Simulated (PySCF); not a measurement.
**Polarisability and C₆ of Tc (technetium, neutral)**

[Kr] 4d5 5s2, high-spin 6S determinant. Computed with PySCF 2.14 in dyall-av2z, with no relativity, point nucleus. Coupled (time-dependent) response in atomic units; α is the mean over directions. A double-zeta set is small for polarisabilities.

```
method  mean α (bohr³)  C₆ (like pair)  S(−4)
revPBE           102.1            1181   7117
```

S(−4) is the Cauchy moment in α(ω) = α(0) + S(−4) ω² + …

Reference α: 79 ± 10 bohr³ (recommended; Schwerdtfeger and Nagle, table of static dipole polarizabilities (2023 update)). Published C₆: 939.0 (Gould and Bucko (2016)).

α(iu) at revPBE:

| u (hartree) | α(iu) (bohr³) |
| --- | --- |
| 0 | 102.1 |
| 0.0500 | 88.13 |
| 0.100 | 66.05 |
| 0.200 | 37.36 |
| 0.300 | 23.94 |
| 0.500 | 13.13 |
| 0.750 | 8.136 |
| 1.00 | 5.746 |
| 1.50 | 3.406 |
| 2.00 | 2.275 |
| 3.00 | 1.223 |
| 5.00 | 0.5174 |

A non-relativistic calculation at this Z misses sizeable relativistic shifts.
